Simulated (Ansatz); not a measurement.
`[SiH3]B[SiH2]Cl` + `F[CH]1[O][GeH2]1` → `F[C@@H]1[O][Ge@H]1[SiH3]` + `B[SiH2]Cl`  (formal exchange of groups at the Si–B bond)

Isolated molecules relaxed with PBE0-D4/def2-TZVP in Ansatz; ΔE leaves out vibrations. CCSD(T)/CBS adds triple-zeta CCSD(T) − MP2 to the extrapolated MP2 energy (def2 sets, frozen cores). DFT in def2-TZVPP. B3LYP here is the variant with VWN-RPA as its local correlation; programs differ in this. For Ge outer-core shells are correlated without core-valence functions, which leaves a few kJ/mol of doubt a bond. Scalar relativity is left out up to krypton. One conformer a species, not always the lowest.

Is it downhill or uphill in electronic energy at CCSD(T)/CBS, and by how much? (Estimate.)

Computed: Downhill: ΔE = -36.9 kJ/mol.

What do these levels give: PBE-D4, B3LYP-D4, ωB97X-V, ωB97M-V, B2PLYP, PBE0, B3LYP, SCS-MP2/def2-TZVPP, CCSD(T)/def2-TZVPP, HF/def2-QZVPP, HF/CBS(def2), MP2/CBS(def2)? (An estimate is asked.)

Computed: PBE-D4 -33.2, B3LYP-D4 -37.2, ωB97X-V -33.8, ωB97M-V -35.5, B2PLYP -38.6, PBE0 -34.2, B3LYP -37.9, SCS-MP2/def2-TZVPP -39.4, CCSD(T)/def2-TZVPP -35.4, HF/def2-QZVPP -36.1, HF/CBS(def2) -36.0, MP2/CBS(def2) -41.6 kJ/mol.

Largest T1 diagnostic among the species: 0.016.
